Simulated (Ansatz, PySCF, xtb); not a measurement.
Energy difference 2 R1 + R2 → 2 P1 + P2, each structure at its B3LYP-D3(BJ)/def2-TZVP stationary point, reached from a drawn start (curvature not checked).
P1: H2 (SMILES [H][H]), charge 0, multiplicity 1.
R1, HF (SMILES F) (charge 0, multiplicity 1):
```xyz
2

F      0.00000     0.00000     0.46223
H      0.00000     0.00000    -0.46223
```
R2, SiH4 (SMILES [SiH4]) (charge 0, multiplicity 1):
```
atom    x (Å)    y (Å)    z (Å)
----  -------  -------  -------
Si     0.0000   0.0000   0.0000
H      0.8547   0.8547   0.8547
H     -0.8547  -0.8547   0.8547
H     -0.8547   0.8547  -0.8547
H      0.8547  -0.8547  -0.8547
```
P2, F2H2Si (SMILES F[SiH2]F) (charge 0, multiplicity 1):
| atom | x (Å) | y (Å) | z (Å) |
|---|---|---|---|
| Si | 0.0275 | -0.0195 | 0.0461 |
| F | -1.1176 | -0.7835 | -0.7529 |
| F | 0.2712 | 1.3829 | -0.6661 |
| H | 1.2641 | -0.8086 | -0.0425 |
| H | -0.4453 | 0.2287 | 1.4153 |

```tsv
level	reaction energy (eV)	minus CCSD(T)/cc-pV(Q+d)Z
GFN2-xTB	-2.778	-0.244
PBE/def2-TZVPP	-2.300	0.235
PBE-D4/def2-TZVPP	-2.315	0.219
BLYP/def2-TZVPP	-2.488	0.046
BLYP-D3(BJ)/def2-TZVPP	-2.501	0.034
revPBE/def2-TZVPP	-2.272	0.262
revPBE-D3(BJ)/def2-TZVPP	-2.283	0.251
revPBE-D4/def2-TZVPP	-2.318	0.217
B3LYP-D3(BJ)/def2-TZVPP	-2.484	0.051
PBE0-D4/def2-TZVPP	-2.293	0.241
CAM-B3LYP-D3(BJ)/def2-TZVPP	-2.528	0.006
CAM-B3LYP-D4/def2-TZVPP	-2.536	-0.002
wB97X-V/def2-TZVPP	-2.471	0.063
B2PLYP/def2-TZVPP	-2.526	0.009
MP2/cc-pV(T+d)Z	-2.606	-0.072
SCS-MP2/cc-pV(T+d)Z	-2.600	-0.066
CCSD/cc-pV(D+d)Z	-1.990	0.544
CCSD/cc-pV(T+d)Z	-2.451	0.083
CCSD/cc-pV(Q+d)Z	-2.513	0.021
CCSD(T)/cc-pV(Q+d)Z	-2.534	0.000
```

 The comparison column counts from a level with limits of its own.

P less R. No zero-point or thermal terms.

Cores are frozen in the correlated methods.

Programs: Ansatz (Gaussian basis) for Hartree–Fock, density functionals and correlated methods; PySCF for the D3/D4 terms; xtb for the GFN methods. All values are computed, each at the level named.

Ansatz is an electronic-structure program.
